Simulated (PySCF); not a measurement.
sodium atom (Na), doublet; PySCF with BLYP/6-311G**.

Here is a job for PySCF.
```python
from pyscf import gto, scf, dft

mol = gto.M(
    atom='''
Na    0.00000000    0.00000000    0.00000000
''',
    basis='6-311g**',
    spin=1,
    verbose=4,
)

mf = dft.UKS(mol)
mf.xc = 'blyp'
mf.grids.atom_grid = (99, 590)
mf.grids.prune = None
mf.kernel()
```

It wrote (shortened):

```
PySCF version 2.14.0

[INPUT] verbose = 4
[INPUT] num. atoms = 1
[INPUT] num. electrons = 11
[INPUT] charge = 0
[INPUT] spin (= nelec alpha-beta = 2S) = 1
[INPUT] symmetry False subgroup None
[INPUT] Mole.unit = angstrom
[INPUT] Symbol           X                Y                Z      unit          X                Y                Z       unit  Magmom
[INPUT]  1 Na     0.000000000000   0.000000000000   0.000000000000 AA    0.000000000000   0.000000000000   0.000000000000 Bohr   0.0

nuclear repulsion = 0
number of shells = 12
number of NR pGTOs = 45
number of NR cGTOs = 26
basis = 6-311g**
ecp = {}

******** <class 'pyscf.dft.uks.UKS'> ********
method = UKS
initial guess = minao
damping factor = 0
level_shift factor = 0
DIIS = <class 'pyscf.scf.diis.CDIIS'>
diis_start_cycle = 1
diis_space = 8
diis_damp = 0
SCF conv_tol = 1e-09
SCF conv_tol_grad = None
SCF max_cycles = 50
direct_scf = True
direct_scf_tol = 1e-13
number electrons alpha = 6  beta = 5
XC library pyscf.dft.libxc version 7.1.2
    S. Lehtola, C. Steigemann, M. J. T. Oliveira, and M. A. L. Marques,  SoftwareX 7, 1–5 (2018)
XC functionals = blyp
    A. D. Becke,  Phys. Rev. A 38, 3098 (1988)
    C. Lee, W. Yang, and R. G. Parr,  Phys. Rev. B 37, 785 (1988)
    B. Miehlich, A. Savin, H. Stoll, and H. Preuss,  Chem. Phys. Lett. 157, 200 (1989)
radial grids:
    Treutler-Ahlrichs [JCP 102, 346 (1995); DOI:10.1063/1.469408] (M4) radial grids

becke partition: Becke, JCP 88, 2547 (1988); DOI:10.1063/1.454033
pruning grids: None
grids dens level: 3
symmetrized grids: False
atomic radii adjust function: <function treutler_atomic_radii_adjust>
User specified grid scheme (99, 590)
small_rho_cutoff = 0
Set gradient conv threshold to 3.16228e-05
tot grids = 58416
init E= -162.251414484521

cycle= 1 E= -162.274392244372  delta_E= -0.023  |g|= 0.0376  |ddm|= 0.505
cycle= 2 E= -162.274503773038  delta_E= -0.000112  |g|= 0.035  |ddm|= 0.113
cycle= 3 E= -162.274708402699  delta_E= -0.000205  |g|= 0.00136  |ddm|= 0.0166
cycle= 4 E= -162.274708668127  delta_E= -2.65e-07  |g|= 0.000262  |ddm|= 0.00179
cycle= 5 E= -162.274708683146  delta_E= -1.5e-08  |g|= 1.35e-05  |ddm|= 0.000332
cycle= 6 E= -162.27470868319  delta_E= -4.41e-11  |g|= 8.27e-07  |ddm|= 1.18e-05
Extra cycle  E= -162.27470868319  delta_E= 2.84e-14  |g|= 7.22e-07  |ddm|= 1.19e-06
converged SCF energy = -162.27470868319  <S^2> = 0.75000781  2S+1 = 2.0000078
```
